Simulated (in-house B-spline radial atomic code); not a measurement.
A run on neutral rhodium (an excited or competing configuration) that did not converge. Method: scalar-relativistic (X2C) B3LYP, spin-polarised, spherical fractional occupations, Fermi nucleus of rms radius 4.4945 fm; computed with a B-spline radial code for spherical atoms.

Command:
```bash
python run_scf.py task.json out
```
Settings (nuclear radius in fm, mass in u):
```
Z                45
configuration    [Kr] 4d8 6f1
hamiltonian      x2c
method           b3lyp
spin_polarised   True
nucleus          fermi
rms_radius       4.4945
atomic_mass      102.90549
speed_of_light   137.035999084
```

First and last ten iterations of the last attempt (damped for 15 steps, keeping 80 % of the old Fock matrix, then DIIS):
```
 iter        energy (Eh)    residual
    1       -4780.162805    4.34e-01
    2       -4780.383798    2.65e-01
    3       -4782.056379    1.70e-01
    4       -4782.836695    1.03e-01
    5       -4783.172233    6.02e-02
    6       -4783.305837    3.55e-02
    7       -4783.355562    2.09e-02
    8       -4783.373313    1.20e-02
    9       -4783.379659    7.25e-03
   10       -4783.382064    4.82e-03
  111       -4783.384091    6.93e-07
  112       -4783.384091    7.01e-07
  113       -4783.384091    6.29e-07
  114       -4783.384091    6.11e-07
  115       -4783.384091    6.29e-07
  116       -4783.384091    6.14e-07
  117       -4783.384091    6.13e-07
  118       -4783.384091    6.13e-07
  119       -4783.384091    6.13e-07
  120       -4783.384091    6.25e-07
 not converged after 120 iterations
```

The smallest residual met was 6.1e-07; the threshold is about 4e-07. Over the last five steps the energy moves by less than 1e-08 hartree, but the orbitals didn't meet the threshold. Cost of the run: 4.2 s on 1 thread of Arm Neoverse V2 (shared host).
